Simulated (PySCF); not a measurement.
**The second ionisation energy along group 14**

Calculated with PySCF 2.14 from differences of total energies of unrestricted determinants, without spin-orbit coupling. Values in eV. The last column holds reference values (NIST; (s) semi-empirical, (t) theoretical, else measured). Unmarked ones compare directly (S terms, centres of terms, or small fine structure); those marked * lie between the lowest fine-structure levels and include a spin-orbit shift.

```tsv
element	configurations	UHF	MN15	MP2 (valence)	SCS-MP2 (valence)	CCSD (valence)	CCSD(T) (valence)	reference
C (x2c-SVPall, spin-free X2C)	[He] 2s2 2p1 → [He] 2s2	24.304	24.546	24.351	24.305	24.129	24.149	24.378
Si (x2c-SVPall, spin-free X2C)	[Ne] 3s2 3p1 → [Ne] 3s2	15.789	16.163	15.950	15.932	16.046	16.064	16.322
Ge (x2c-SVPall, spin-free X2C)	[Ar] 3d10 4s2 4p1 → [Ar] 3d10 4s2	15.235	15.873	15.390	15.371	15.466	15.480	15.789
Sn (x2c-SVPall, spin-free X2C)	[Kr] 4d10 5s2 5p1 → [Kr] 4d10 5s2	13.747	14.442	13.863	13.844	13.920	13.929	14.282
```

```tsv
method	elements	mean error (eV)	mean absolute error (eV)	largest error (eV)
UHF	4	-0.424	0.424	-0.553
MN15	4	0.063	0.143	0.168
MP2 (valence)	4	-0.304	0.304	-0.419
SCS-MP2 (valence)	4	-0.330	0.330	-0.438
CCSD (valence)	4	-0.302	0.302	-0.361
CCSD(T) (valence)	4	-0.287	0.287	-0.352
```

Errors include the incompleteness of the basis and the frozen core.

"Valence" correlates the outer s and p shells and, in groups 3 to 12 and the f block, the outer d or f shell, open or full, or the next shell where the ion has no valence electron left; the wider scheme adds the next inner shell.
